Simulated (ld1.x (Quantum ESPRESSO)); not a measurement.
An all-electron radial function and its pseudo partner (P)

Columns: radius, all-electron u(r) and pseudo u(r) of the 3s shell (level -13.92 eV) of phosphorus in the configuration [Ne] 3s2 3p3; PBEsol, scalar-relativistic, ultrasoft scheme, ld1.x (Quantum ESPRESSO) 7.5.

```csv
r (bohr),all-electron,pseudo
0.108,0.0957,0.0548
0.215,-0.2233,0.1105
0.322,-0.3698,0.1690
0.430,-0.3366,0.2317
0.538,-0.1977,0.2982
0.645,-0.0176,0.3672
0.752,0.1663,0.4382
0.860,0.3351,0.5097
0.968,0.4774,0.5786
1.075,0.5898,0.6416
1.182,0.6747,0.6965
1.290,0.7345,0.7409
1.398,0.7714,0.7723
1.505,0.7890,0.7890
1.612,0.7910,0.7910
1.720,0.7806,0.7806
1.828,0.7604,0.7604
1.935,0.7333,0.7333
2.042,0.7012,0.7012
2.150,0.6655,0.6655
2.258,0.6276,0.6276
2.365,0.5892,0.5892
2.472,0.5507,0.5507
2.580,0.5125,0.5125
2.688,0.4752,0.4752
2.795,0.4396,0.4396
```

(1) How many radial nodes do the two functions have?

(2) At about which radius was the pseudo-wave matched?

(3) Where does each function peak?

(4) Is the pseudo-wave norm-conserving?

Answers

(1) The all-electron 3s function has n − l − 1 = 2; the pseudo-wave has 0, since the states of the same l below it are removed with the core.

(2) 1.50 bohr, where the columns begin to agree (steps of 0.11 bohr).

(3) Outermost all-electron maximum near 1.61 bohr, pseudo maximum near 1.61 bohr (to the table’s step).

(4) No, it belongs to an ultrasoft set: the norm inside the radius is not constrained, and the difference is carried by the augmentation charge.
